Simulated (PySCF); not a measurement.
## Identify the compound

Molecular formula: C8H9ClOSi. Simulated spectra:

$^{1}$H NMR (300 MHz, computed): δ 8.57 (s, 1H), 8.47 (s, 1H), 7.96 (s, 1H), 4.59 (s, 3H), 2.61 (s, 3H).

$^{13}$C{$^{1}$H} NMR (computed): δ 177.0 (C), 149.5 (CH), 144.1 (C), 142.5 (CH), 142.3 (CH), 136.7 (C), 135.0 (C), 24.0 (CH3).

- GIAO PBE0/pcSseg-1 shieldings
- coordinates at the GFN2-xTB level
- run in PySCF
- no solvent, non-relativistic Hamiltonian, single conformer, fast rotation and ring inversion assumed for equivalent nuclei

Referencing at the same level of theory: $^{1}$H (σref 31.72), $^{13}$C (σref 186.93) against TMS.

What is the structure?

Results:


1. Rings plus π bonds: 5 (1 ring in the answer).
2. 8 carbon signals for 8 carbons: no two carbons are equivalent.
3. Carbon types of the structure: 4 × C, 3 × CH, 1 × CH3, leaving 3 H on heteroatoms.
4. δC 177.0: carbonyl carbon.
5. δC 149.5, 142.5, 142.3: aromatic CH.
6. δC 144.1, 136.7, 135.0: substituted aromatic carbon.
7. δC 24.0: methyl carbon on an aromatic ring; saturated and bonded to C and H only.
8. δH 8.57, 8.47, 7.96: hydrogen on an aromatic CH.
9. δH 4.59: hydrogen on a silicon bonded to C.
10. δH 2.61: hydrogen on a methyl carbon on an aromatic ring; benzylic-type position, deshielded by the ring.

Structure: `Cc1cc([SiH3])cc(C(=O)Cl)c1`.

The data come from this structure; uniqueness wasn't tested.

Carbons that carry Cl, above all several Cl atoms, come out too deshielded, partly because spin–orbit coupling is missing. Shifts are as computed. Against solution values, carbons near 30 ppm lie about +3 ppm off and those near 130 ppm about +5 ppm; carbons on Cl a further +6 ppm. Of 1211 compounds with measured shifts, 218 miss one by over three times the rms of a fit or turn the order of signals round; such compounds aren't used in these exercises. Multiplicities follow the n + 1 count of equivalent neighbours, as no J values were calculated; m marks all less simple cases, F and P coupling included.
